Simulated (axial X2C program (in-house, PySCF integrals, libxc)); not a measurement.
## SnSe⁺ along the bond: r2SCAN0, two-component

All values were computed with an in-house all-electron X2C program for linear molecules (integrals from PySCF). Two-component (2c) means X2C with spin–orbit coupling and atomic mean-field two-electron Coulomb and Gaunt terms. Basis: Sn dyall-cv3z [11s12p9d4f1g], Se dyall-cv3z [8s9p6d4f1g] (cores contracted in-house); Gaussian nuclei, density fitting, unrestricted open shells. Masses: Sn 119.902 u, Se 79.917 u.

State: Ω = 3/2 (⟨Sz⟩ = 0.50, ⟨Lz⟩ = 1.00 at r2SCAN0). Dipoles are positive if Se is the positive end and refer to the centre of mass.

| R (Å) | μ (D) | HOMO (eV) | LUMO (eV) |
| --- | --- | --- | --- |
| 2.170 | -1.060 | -13.56 | -11.64 |
| 2.269 | -1.536 | -13.58 | -11.28 |
| 2.344 | -1.894 | -13.39 | -11.03 |
| 2.419 | -2.247 | -13.12 | -10.80 |
| 2.494 | -2.588 | -12.87 | -10.58 |
| 2.581 | -2.966 | -12.60 | -10.35 |
| 2.669 | -3.308 | -12.35 | -10.14 |
| 2.781 | -3.663 | -12.05 | -9.91 |
| 2.918 | -3.869 | -11.73 | -9.70 |
| 3.118 | -3.471 | -11.37 | -9.48 |

The minimum lies at 2.476 Å. What is the dipole moment there?

At r2SCAN0, 2c, with the sign and origin stated: μ = -2.51 D.

One determinant describes the state; a PBE0 search over occupations chose it and may have missed a lower one. Density functionals use the spin component along the axis (collinear). The functionals have no current-density term, which raises determinants with orbital currents, atoms included. The determinant is spin-polarised beyond a pure state at some levels (its spin-free form has ⟨S²⟩ too high), which makes Re and μ there less reliable.
